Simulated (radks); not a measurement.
Ionisation ladder of promethium, from Pm XLV to Pm LXI. Each ion is in the ground configuration listed by NIST, and IE = E(next ion) - E(this ion), with E = 0 for the bare nucleus. Calculated with a radial shooting solver on a logarithmic mesh with Libxc functionals: Dirac Kohn-Sham, BLYP, spin-unpolarised, spherical densities, finite nucleus; open shells fill j = l - 1/2 first; Fermi nuclear charge, rms radius 4.962 fm.

species    configuration  IE, Delta-SCF (eV)  -e(HOMO) (eV)   HOMO  <r> HOMO (bohr)
Pm XLV      [Ne] 3s2 3p5              3622.8         3573.9  3p3/2            0.236
Pm XLVI     [Ne] 3s2 3p4              3721.0         3671.8  3p3/2            0.234
Pm XLVII    [Ne] 3s2 3p3              3819.6         3770.2  3p3/2            0.233
Pm XLVIII   [Ne] 3s2 3p2                   ?         4017.8  3p1/2            0.222
Pm XLIX     [Ne] 3s2 3p1              4172.7         4121.1  3p1/2            0.221
Pm L            [Ne] 3s2              4389.8         4342.0  3s1/2            0.233
Pm LI           [Ne] 3s1                   ?         4437.3  3s1/2            0.232
Pm LII              [Ne]             10133.8         9999.7  2p3/2           0.0869
Pm LIII     [He] 2s2 2p5             10403.5        10268.4  2p3/2           0.0863
Pm LIV      [He] 2s2 2p4                   ?        10539.0  2p3/2           0.0857
Pm LV       [He] 2s2 2p3             10948.0        10811.3  2p3/2           0.0851
Pm LVI      [He] 2s2 2p2                   ?        11707.6  2p1/2           0.0785
Pm LVII     [He] 2s2 2p1             12150.1        12002.8  2p1/2           0.0780
Pm LVIII        [He] 2s2             12576.4        12457.8  2s1/2           0.0935
Pm LIX          [He] 2s1             12804.0        12693.6  2s1/2           0.0931
Pm LX               [He]               52384          51884  1s1/2           0.0230
Pm LXI               1s1               53320          52876  1s1/2           0.0229

Estimate the withheld Delta-SCF values.

Answer. Pm XLVIII: 4069.4 eV (NIST 4056); Pm LI: 4483.8 eV (NIST 4476); Pm LIV: 10675.0 eV (NIST 10671); Pm LVI: 11855.1 eV (NIST 11819).

Beside tabulated values, note that spin-unpolarised runs miss the spin-polarisation part of the exchange energy of open shells.
